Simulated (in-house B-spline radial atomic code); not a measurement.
Values are calculated unless marked as measured or tabulated.
**C6 from the polarisability at imaginary frequency: As³⁺**

PBE0 linear response of the closed shell [Ar] 3d10 4s2, from an all-electron radial atomic-structure program (B-spline basis); scalar-relativistic (spin-free one-electron X2C), finite nucleus, no spin-orbit coupling; shells from n = 2 respond.

The dispersion coefficient of two like species is C6 = (3/π) ∫ α(iu)² du from 0 to ∞.

```csv
u (hartree),α(iu) (bohr³)
0,6.992
0.24,5.852
0.56,3.533
0.96,2.011
1.6,1.11
2.4,0.7007
3.6,0.4447
5.6,0.2641
8,0.1667
12,0.09369
20,0.04204
40,0.0129
```

(1) Fit one oscillator, α(iu) = α(0)/(1 + u²/ω²), through u = 1.6 and estimate C6.

(2) How does that compare with the full integral?

Answers

(1) From α(0)/α(iu) − 1 = 6.992/1.11 − 1 = 5.2991, ω = u/√5.2991 = 0.6951 hartree (18.9 eV). London's formula gives C6 = (3/4) α(0)² ω = 0.75 × 6.992² × 0.6951 = 25.48 hartree·bohr⁶, and the oscillator holds f = α(0) ω² = 3.38 electrons, of a sum of oscillator strengths of 28.6.

(2) The program's quadrature over all excitations gives C6 = 22.18, so the single oscillator is off by +14.9 %. At the last point the fit gives α = 0.00211 against 0.0129: higher excitations, and deeper shells where there are any, keep the true curve higher at large u.
